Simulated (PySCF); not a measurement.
## How methods differ on the ionisation energy of Zn(2+)

Zn(2+) [Ar] 3d10 → Zn(3+) [Ar] 3d9 [3d3/2^4 3d5/2^5, M_J = 5/2], as a difference of total energies. Calculation: PySCF 2.14, in x2c-TZVPall-2c (6s7p4d1f, 54 functions); the two-component X2C-1e Hamiltonian. Correlated levels: [Ne] frozen; the 6 highest virtual spinors dropped. "Screened" scales the spin-orbit matrix elements by Boettger's factors to mimic the two-electron term; Breit and QED terms are absent.

| method | ionisation energy (eV) |
| --- | --- |
| GHF (spin-free) | 37.098 |
| GMP2 (spin-free) | 40.139 |
| GHF (screened spin-orbit) | 36.953 |
| GMP2 (screened spin-orbit) | 39.993 |

Question: How much does correlation contribute at GMP2 (screened spin-orbit)?

Answer: 39.993 − (36.953) = 3.040 eV, measured against GHF (screened spin-orbit).

Errors of the correlated levels include the incompleteness of this basis and the frozen core.

For comparison: 39.723 eV (measured; NIST Atomic Spectra Database, ionization energies).
